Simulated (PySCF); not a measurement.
Task: Write Cartesian coordinates for `C[Si](C)(C)C` (TMS) as optimised with GFN2-xTB.

Result: 
```
atom  x, y, z in Å
C1    -0.4066   -1.2134   -1.4194
Si2   -0.0012   -0.0007   -0.0018
C3     0.0081    1.7855   -0.6754
C4    -1.3198   -0.1549    1.3703
C5     1.7161   -0.4155    0.7216
H6    -1.3797   -1.0036   -1.8532
H7    -0.4187   -2.2416   -1.0702
H8     0.3270   -1.1480   -2.2173
H9     0.2425    2.5019    0.1064
H10   -0.9581    2.0579   -1.0892
H11    0.7465    1.9077   -1.4621
H12   -2.3121    0.0753    0.9941
H13   -1.3509   -1.1605    1.7791
H14   -1.1170    0.5258    2.1917
H15    1.7463   -1.4264    1.1171
H16    2.4931   -0.3368   -0.0328
H17    1.9775    0.2592    1.5312
```

Any rigid rotation of these coordinates is as good. Atoms count from 1 in this order. All 4 C–Si bonds measure 1.909 Å. Si2 (four-coordinate silicon) is tetrahedral (angles from 109.4° to 109.6°).

Bonds between heavy atoms (Å): C1–Si2 1.909, Si2–C3 1.909, Si2–C4 1.909, Si2–C5 1.909.

The geometry is computed with GFN2-xTB (gas phase).

Point group: Td (tolerance 0.08 Å). No GFN2-xTB frequencies stand behind this structure, so it isn't proved a minimum.
